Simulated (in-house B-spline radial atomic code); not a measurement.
Configurations of Rh VII (Rh6+), with energies counted from [Kr] 4d3. All numbers are computed (scalar-relativistic (X2C) TPSSh, spin-polarised, spherical fractional occupations, exact exchange averaged over the configuration; Fermi nucleus of rms radius 4.4945 fm) with an all-electron radial atomic-structure program (B-spline basis), not measured. Shells without spins written out take the highest spin.

Occupations are held fixed; configurations that lie above the ionisation limit could autoionise.

```tsv
configuration	E - E(ref) (eV)	highest orbital	its <r> (bohr)
[Kr] 4d2 5s1	25.403	5s up	2.033
[Kr] 4d2 4f1	46.542	4f up	1.761
[Ar] 3d9 4s2 4p6 4d4	314.2	4d up	1.163
[Ar] 3d9 4s2 4p6 4d3 5f1	383.62	5f up	3.474
```

**Question.** Order these further configurations by energy, lowest first.
A. [Ar] 3d10 4s2 4p5 4d3 5p1
B. [Ar] 3d9 4s2 4p6 4d3 5p1
C. [Ar] 3d10 4s2 4p5 4d3 4f1
D. [Kr] 4d2 5p1

**Answer.** D (35.815 eV), A (83.203 eV), C (93.238 eV), B (353.24 eV).
